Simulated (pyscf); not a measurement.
Structures and frequencies: ωB97X-D3(BJ)/def2-SVP in PySCF.

Problem. For the elementary gas-phase step H₃C–CH=NH (SMILES CC=N) → H₂C=CH–NH₂ (SMILES C=CN) (singlet surface; C–H broken, H–N formed), what barrier and reaction energy does ωB97X-D3(BJ)/def2-TZVP give, measured from the reactant's lowest minimum found?

Solution. ΔE‡ = 2.99 eV, ΔE = +0.13 eV. CCSD(T)/def2-TZVPP + ΔMP2(QZVPP) gives 2.95 eV and +0.12 eV. Zero-point energy shifts the barrier by -0.16 eV. It is a hydrogen shift, with an imaginary mode of 2050i cm⁻¹. This is the saddle that the search found; another between the same sides may lie lower. The CCSD(T) − MP2 part came from Ansatz, without density fitting, on the same reference.
